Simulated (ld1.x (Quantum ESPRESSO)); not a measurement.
## Pseudopotential generation for Cr (Z = 24): TM, LDA (PZ), scalar-relativistic.

Input for ld1.x (Quantum ESPRESSO) 7.5:

```
&input
   title='Cr', zed=24., rel=1, dft='PZ', iswitch=3,
   config='[Ar] 3d5 4s0 4p1',
   nld=3, rlderiv=3.00, eminld=-2.0, emaxld=5.0, deld=0.02
 /
 &inputp
   pseudotype=2, tm=.true., lloc=-1, rcloc=2.40,
   nlcc=.false.,
   file_pseudopw='Cr.UPF', file_wfcaegen='ae.wfc', file_wfcncgen='nc.wfc', file_beta='beta', file_chi='chi'
 /
3
4S  1  0   0.00   0.00  2.75  2.75  0.0
4P  2  1   1.00   0.00  2.70  2.70  0.0
3D  3  2   5.00   0.00  1.65  1.65  0.0
 &test
   configts(1)='3d5 4s0 4p1'
 /
```

Command:

```bash
ld1.x < Cr.in > Cr.out
```

Output (shortened: banner, matrices, multipoles, cross overlaps and the repeated all-electron block are left out):

```
Program LD1 v.7.5
     --------------------------- All-electron run ----------------------------

     Cr
     scalar relativistic calculation

     atomic number is 24.00
     dft =PZ   lsd =0 sic =0 latt =0  beta=0.20 tr2=1.0E-14
     Exchange-correlation= PZ
                           (   1   1   0   0   0   0   0)
     mesh =1183 r(mesh) =  99.18097 a.u. xmin = -7.00 dx = 0.01250
     1 Ry =  13.60569312 eV, c = 137.03599908

     n l     nl                  e(Ry)          e(Ha)          e(eV)
     1 0     1S 1( 2.00)      -431.2999      -215.6500     -5868.1341
     2 0     2S 1( 2.00)       -49.0062       -24.5031      -666.7628
     2 1     2P 1( 6.00)       -41.2771       -20.6385      -561.6030
     3 0     3S 1( 2.00)        -5.5094        -2.7547       -74.9586
     3 1     3P 1( 6.00)        -3.4368        -1.7184       -46.7602
     3 2     3D 1( 5.00)        -0.3298        -0.1649        -4.4873
     4 0     4S 1( 0.00)        -0.3789        -0.1895        -5.1552
     4 1     4P 1( 1.00)        -0.1357        -0.0679        -1.8467

     final scf error:  3.2E-15 reached in  31 iterations

     Etot =   -2096.719564 Ry,   -1048.359782 Ha,  -28527.322957 eV

     Ekin =    2116.870941 Ry,    1058.435471 Ha,   28801.496405 eV
     Encl =   -5005.725301 Ry,   -2502.862651 Ha,  -68106.362309 eV
     Eh   =     885.091754 Ry,     442.545877 Ha,   12042.286793 eV
     Exc  =     -92.956958 Ry,     -46.478479 Ha,   -1264.743847 eV

     normalization and overlap integrals

     s(1S/1S) =  1.000000  <r> =   0.0637  <r2> =    0.0055  r(max) =   0.0417
     s(2S/2S) =  1.000000  <r> =   0.2939  <r2> =    0.1021  r(max) =   0.2428
     s(2P/2P) =  1.000000  <r> =   0.2602  <r2> =    0.0834  r(max) =   0.1988
     s(3S/3S) =  1.000000  <r> =   0.9042  <r2> =    0.9457  r(max) =   0.7764
     s(3P/3P) =  1.000000  <r> =   0.9678  <r2> =    1.1089  r(max) =   0.7961
     s(3D/3D) =  1.000000  <r> =   1.4674  <r2> =    3.0355  r(max) =   0.8369
     s(4S/4S) =  1.000000  <r> =   3.3052  <r2> =   12.7106  r(max) =   2.6763
     s(4P/4P) =  1.000000  <r> =   4.7797  <r2> =   27.1029  r(max) =   3.7041

     ------------------------ End of All-electron run ------------------------

     --------------------- Generating NC pseudopotential ---------------------

      Generating local potential from pseudized AE potential:
      Matching radius rcloc =   2.4000

      Local pseudo, rcloc= 2.392 Estimated cut-off energy=     4.24 Ry

      Wfc   4S  rcut= 2.779  Using Troullier-Martins method

      Wfc   4P  rcut= 2.710  Using Troullier-Martins method

      Wfc   3D  rcut= 1.644  Using Troullier-Martins method

     ------------------- End of pseudopotential generation -------------------

     Computing logarithmic derivative in   3.01384
     Computing logarithmic derivative in   3.01384
     Computing the partial wave expansion
     R is outside the sphere for l=    0 j= 0.00
     R is outside the sphere for l=    1 j= 0.00
     R is outside the sphere for l=    2 j= 0.00

     ---------------------- Testing the pseudopotential ----------------------

     Cr
     scalar relativistic calculation

     atomic number is 24.00   valence charge is  6.00
     dft =PZ   lsd =0 sic =0 latt =0  beta=0.20 tr2=1.0E-14
     mesh =1183 r(mesh) =  99.18097 xmin = -7.00 dx = 0.01250

     n l     nl             e AE (Ry)        e PS (Ry)    De AE-PS (Ry)
     3 2     3D   1( 5.00)       -0.32981       -0.32981        0.00000
     1 0     4S   1( 0.00)       -0.37890       -0.37890        0.00000
     2 1     4P   1( 1.00)       -0.13573       -0.13573       -0.00000

     eps = 1.1E-16  iter =  6

     Etot =   -2096.719564 Ry,   -1048.359782 Ha,  -28527.322957 eV
     Etotps =   -18.982897 Ry,      -9.491448 Ha,    -258.275465 eV

     Ekin =      38.624694 Ry,      19.312347 Ha,     525.515736 eV
     Encl =     -46.072535 Ry,     -23.036268 Ha,    -626.848773 eV
     Ehrt =      18.610153 Ry,       9.305076 Ha,     253.204026 eV
     Ecxc =      -4.582304 Ry,      -2.291152 Ha,     -62.345421 eV
     Epseu=     -25.562904 Ry,     -12.781452 Ha,    -347.801033 eV

     ---------------------- End of pseudopotential test ----------------------
```

Generation and configuration tests took about 2.5 s on one core of a shared server CPU.
